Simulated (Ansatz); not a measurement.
The cluster GeO₄H₄⁻. Total charge -1; doublet. Geometry PBE-D4/def2-SVP, that of the neutral singlet; atoms count from 1.

```xyz
9

Ge    0.424   -0.384   -0.316
O    -0.139    1.352   -0.078
O     0.458   -0.698   -2.063
O    -0.821   -1.415    0.441
O    -0.374    1.356    1.381
H    -1.222   -0.903    1.172
H    -0.452   -0.774   -2.409
H     0.270    2.043    1.652
H     1.856   -0.576    0.221
```

The structure holds one bond between oxygen atoms, so isomers without such links may lie far lower. The highest occupied level of the charge -1 doublet lies above zero (up to 1.91 eV). By energy differences it is unbound by 0.61 eV (vertical, against the charge 0 singlet, at PBE0-D4/def2-TZVPD) and held by the finite basis. The structure comes from a short search, and lower isomers may exist.

Q: Estimate the Mulliken populations from the PBE0/def2-TZVPD orbitals of Ansatz.

A: 
```
atom  charge (e)  spin (α − β)
 Ge1        0.50          0.27
  O2       -0.92          0.64
  O3       -0.20         -0.34
  O4       -0.78          0.18
  O5       -0.53          0.20
  H6        0.32          0.01
  H7        0.18          0.11
  H8        0.37         -0.06
  H9        0.06         -0.02
```
Mulliken values depend strongly on the basis. With diffuse functions, as here, like atoms can get unlike values, and bond orders can come out too low or too high.

Q: Where does the spin sit?

A: Summed by element: Ge 0.27, O 0.67, H 0.06, of 1 unpaired in all. Largest on single atoms: O2 0.64, O3 -0.34, Ge1 0.27.

Q: And the Mayer bond orders between heavy atoms (over 0.3)?

A: Ge1–O2 1.23 (1.84 Å); Ge1–O3 0.56 (1.78 Å); Ge1–O4 1.04 (1.78 Å); O2–O5 0.64 (1.48 Å).
